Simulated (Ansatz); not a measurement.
A nudged elastic band was laid between two geometries of a periodic cell of 17 atoms, CuSi$_{16}$ (host Si, host structure diamond, interstitial Cu), cell charge +1.

These are results of DFT PBE-D3(BJ), scalar-relativistic, plane waves, PAW in Ansatz, not measurements. Settings: cutoff 420 eV, k mesh 2x2x2, gaussian smearing 0.05 eV, no spin polarisation.

```
movable images  : 3
climbing image  : yes
spring          : 50.0 eV/Å²
optimiser       : fire
start path      : default
force threshold : 0.05 eV/Å
iteration limit : 50
end points      : relaxed
```

First end point:

```xyz
17
Lattice="0.0000 5.4300 5.4300 5.4300 0.0000 5.4300 5.4300 5.4300 0.0000" Properties=species:S:1:pos:R:3
Si -0.080 0.103 -0.105
Si 1.319 1.404 1.362
Si 2.715 2.713 0.026
Si 4.072 4.140 1.287
Si 2.793 0.051 2.768
Si 4.185 1.533 3.890
Si 5.588 2.852 2.574
Si 6.850 4.125 4.098
Si -0.049 2.630 2.799
Si 1.322 4.065 4.022
Si 2.715 5.402 2.714
Si 4.021 6.724 4.132
Si 2.795 2.656 5.374
Si 4.130 4.032 6.822
Si 5.438 5.402 5.455
Si 6.851 6.759 6.732
Cu 1.666 4.419 6.435
```

Last end point:

```xyz
17
Lattice="0.0000 5.4300 5.4300 5.4300 0.0000 5.4300 5.4300 5.4300 0.0000" Properties=species:S:1:pos:R:3
Si -0.030 -0.062 -0.054
Si 1.493 1.199 1.218
Si 2.782 2.714 -0.071
Si 4.043 4.071 1.356
Si 2.767 -0.064 2.740
Si 4.045 1.348 4.095
Si 5.367 2.766 2.774
Si 6.785 4.070 4.097
Si 0.180 2.608 2.534
Si 1.301 3.995 4.019
Si 2.709 5.468 2.665
Si 4.176 6.869 3.964
Si 2.678 2.657 5.464
Si 4.123 3.993 6.840
Si 5.476 5.467 5.432
Si 6.701 6.835 6.868
Cu 3.063 5.124 5.079
```

Question: What changes between the two ends?

Answer: Contacts lost: Si7–Cu17. Contacts made: Si11–Cu17, Si12–Cu17, Si15–Cu17. The atom that moves furthest is Cu17, by 2.07 Å.

Question: What energy profile does the band end with?

Answer: The forces met the threshold. The highest image is number 1 of 0 to 4, 0.044 eV above the ends, which have the same energy within 2 meV. The profile has 2 maxima (images 1, 3) with wells between them (image 2): this band takes more than one step, which may be the mechanism or a detour left from its start path. The order of the stationary point at the top wasn't checked. Limits of this set-up: coarse k mesh, charged cell in a uniform background, uncorrected.

```
image  path coordinate (Å)  energy (eV)  Si7–Cu17 (Å)  Si11–Cu17 (Å)  Si12–Cu17 (Å)
    0                 0.00        0.000          2.68           3.99           4.02
    1                 0.63        0.044          3.32           3.52           3.34
    2                 1.23        0.005          3.98           3.11           2.75
    3                 1.83        0.026          4.49           2.74           2.43
    4                 2.43        0.000          4.02           2.46           2.35
```

Question: What is the geometry of the highest image?

Answer: 
```xyz
17
Lattice="0.0000 5.4300 5.4300 5.4300 0.0000 5.4300 5.4300 5.4300 0.0000" Properties=species:S:1:pos:R:3:forces:R:3
Si -0.063 0.038 -0.105 0.00 0.01 0.01
Si 1.349 1.418 1.362 -0.01 -0.01 0.01
Si 2.701 2.751 0.015 -0.01 -0.01 0.01
Si 4.086 4.130 1.305 0.01 0.00 -0.01
Si 2.812 0.033 2.776 0.00 0.01 0.00
Si 4.201 1.508 3.934 0.01 0.03 0.00
Si 5.564 2.828 2.578 0.02 0.01 -0.02
Si 6.836 4.125 4.061 0.01 0.00 -0.01
Si -0.085 2.545 2.800 -0.02 0.00 0.02
Si 1.300 4.025 3.961 -0.01 0.00 0.00
Si 2.697 5.387 2.691 0.00 -0.02 0.01
Si 3.975 6.682 4.174 -0.02 -0.01 0.02
Si 2.771 2.645 5.370 0.02 -0.01 -0.01
Si 4.178 4.021 6.845 0.00 0.00 0.00
Si 5.453 5.384 5.453 -0.01 -0.01 0.00
Si 6.841 6.767 6.734 0.02 0.00 -0.02
Cu 2.050 4.736 6.090 -0.01 0.01 0.02
```

Time of the run: 14 min on 1 thread of Arm Neoverse V1, on a shared host, peak memory 0.78 GiB.
